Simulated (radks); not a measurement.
Values are calculated unless marked as measured or tabulated.
Excited configurations of the ruthenium ion Ru+: one electron is placed in a higher orbital outside [Kr] 4d6. The ground configuration is [Kr] 4d7. Level of theory: scalar-relativistic Kohn-Sham, r2SCAN, spin-unpolarised, spherical densities, finite nucleus; meta-GGA in the generalised Kohn-Sham scheme; Fermi nuclear charge, rms radius 4.4809 fm (a radial shooting solver on a logarithmic mesh with Libxc functionals). Excitation = E - E(ground); binding = E(ion) - E, where the ion is the core of charge +2; n* = 2/sqrt(2 binding) in atomic units, and the quantum defect is n - n*.

outer orbital,excitation (eV),binding (eV),n*,quantum defect,eigenvalue (eV),<r> (bohr)
5f,15.910,2.246,4.922,0.078,-1.688,15.23
6s,11.852,6.304,2.938,3.062,-4.986,6.670
7s,14.617,3.539,3.921,3.079,-2.845,11.79
7d,16.077,2.080,5.115,1.885,-1.630,18.62

The Delta-SCF ionisation energy is 18.157 eV (NIST Atomic Spectra Database: 16.8 eV, semi-empirical). Self-interaction in the functional shifts the binding energies and quantum defects, so they are the method's values and not measured ones. Spin polarisation and multiplet splitting are left out, so open shells lie too high by an amount that depends on their filling.

Beside tabulated values, note that spin-unpolarised runs miss the spin-polarisation part of the exchange energy of open shells.
